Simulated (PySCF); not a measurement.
BrH₂InO. Atoms are numbered in the order given.

```xyz
5

In    -0.3217     0.7994     0.0000
H     -1.9183     1.4299     0.0000
Br     0.1475    -1.6529     0.0000
O      1.4056     1.8099     0.0000
H      1.2730     2.7689     0.0000
```
Charge 0, spin multiplicity 1.

Geometry optimised at B3LYP-D3(BJ)/def2-SVP. The def2 effective core potentials stand for the cores of In; spin–orbit coupling is left out. Other conformers were not sampled.

The numbers are results of PySCF with TDA-CAM-B3LYP/def2-SVPD, not measurements.

Vertical excitations. Isolated molecule, no solvent. State labels are in the subgroup Cs.

Computed excitation energies, oscillator strengths and character:
```tsv
state	symmetry	energy (eV)	λ (nm)	f	main pairs
S1	A'	5.41	229	0.033	HOMO→LUMO+1 89 %
S2	A"	5.45	227	0.001	HOMO−1→LUMO+1 51 %, HOMO→LUMO 43 %
S3	A"	5.48	226	0.006	HOMO→LUMO 53 %, HOMO−1→LUMO+1 40 %
S4	A'	5.86	212	0.011	HOMO−1→LUMO 83 %
S5	A"	6.04	205	0.050	HOMO−2→LUMO+1 87 %
S6	A"	6.26	198	0.009	HOMO−3→LUMO 90 %
S7	A'	6.32	196	0.012	HOMO−2→LUMO 56 %, HOMO−3→LUMO+1 21 %, HOMO−4→LUMO+1 14 %
S8	A"	6.62	187	0.000	HOMO−4→LUMO 91 %
S9	A'	7.15	173	0.147	HOMO→LUMO+2 28 %, HOMO−3→LUMO+1 27 %, HOMO→LUMO+3 14 %, HOMO−4→LUMO+1 12 %
S10	A'	7.29	170	0.222	HOMO−4→LUMO+1 44 %, HOMO−2→LUMO 29 %, HOMO−3→LUMO+1 13 %
T1	A'	4.86	255	0	HOMO→LUMO+1 81 %
T2	A"	5.10	243	0	HOMO−1→LUMO+1 86 %
T3	A"	5.32	233	0	HOMO→LUMO 85 %
T4	A'	5.40	230	0	HOMO−1→LUMO 64 %, HOMO−3→LUMO+1 26 %
```
Triplets are in the Tamm–Dancoff approximation.
